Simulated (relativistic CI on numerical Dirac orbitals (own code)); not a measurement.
# The magnetic moment of free Sm3+ at 77 K

Problem. Sm3+ (4f5) has the ground term 6H°, whose calculated levels (Dirac-Coulomb-Breit CI, one configuration, Slater integrals scaled by 0.75) lie at J = 5/2: 0, J = 7/2: 1053, J = 9/2: 2261, J = 11/2: 3568, J = 13/2: 4928, J = 15/2: 6306 cm⁻¹. Find the effective moment at 77 K in LS coupling.

Working.
1. S = 5/2, L = 5. The ground level J = 5/2 has g_J = 3/2 + [S(S + 1) − L(L + 1)]/[2J(J + 1)] = 0.2857 and g_J√(J(J + 1)) = 0.85 μB.
2. kT = 53.5 cm⁻¹. Populations (2J + 1)e^(−E/kT)/Z: J = 5/2: 1.000.
3. The field also mixes neighbouring J. With F_J = [(S + L + 1)² − J²][J² − (S − L)²]/J, each level gains α_J = [F_(J+1)/(E_(J+1) − E_J) − F_J/(E_J − E_(J−1))]/[6(2J + 1)], and μ²(J) = g_J²J(J + 1) + 3kT α_J.
4. Values of μ²(J): J = 5/2: 0.714 + 0.436.
5. The thermal average gives μ_eff = 1.07 μB, or χT = μ²/8 = 0.14 cm³ K mol⁻¹.

Remark. The computed ground level holds 95 % of 6H° and has g = 0.2995, with g_s = 2.0023, relativistic corrections and term mixing, against 0.2857 above. The next levels are low, so field-induced mixing carries the moment away from the ground-level value, by an amount that depends on temperature. A crystal field changes the moment at low temperature.
